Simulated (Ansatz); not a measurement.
`C=C([SiH3])SC`, relaxed with RKS PBE-D4/def2-SVP in Ansatz from a rough embedded geometry. The force threshold is 0.03 eV/Å; the program also tests the step.

Charge 0, multiplicity 1.

Start:

```xyz
13

C    -1.402    0.817   -0.310
C    -0.656   -0.159    0.072
Si   -0.413   -0.620    1.831
S     0.234   -1.098   -1.069
C     1.511    0.001   -1.607
H    -2.021    1.470    0.379
H    -1.594    1.072   -1.365
H    -1.096    0.371    2.751
H     1.041   -0.538    2.241
H    -0.891   -1.995    2.161
H     1.074    0.885   -2.037
H     2.115    0.285   -0.700
H     2.097   -0.490   -2.347
```

By how much does the energy fall, and how many steps does the optimiser take? (Best estimate.)

The calculation gave: 0.53 eV, in 32 steps, 4 of them rejected.

Which bonds change most? (Best estimate.)

Computed: C1–C2 from 1.287 to 1.358 Å; C2–Si3 from 1.835 to 1.892 Å; S4–C5 from 1.768 to 1.822 Å; C2–S4 from 1.725 to 1.775 Å.

Give the relaxed structure. (Estimate.)

Ansatz gave: 
```xyz
13

C    -2.054    0.841   -0.243
C    -0.844    0.229   -0.181
Si   -0.099   -0.209    1.502
S    -0.060   -0.274   -1.692
C     1.699   -0.417   -1.236
H    -2.616    1.076    0.674
H    -2.528    1.104   -1.204
H    -1.087    0.187    2.563
H     1.194    0.524    1.743
H     0.187   -1.685    1.598
H     2.123    0.554   -0.914
H     1.867   -1.185   -0.453
H     2.217   -0.745   -2.157
```
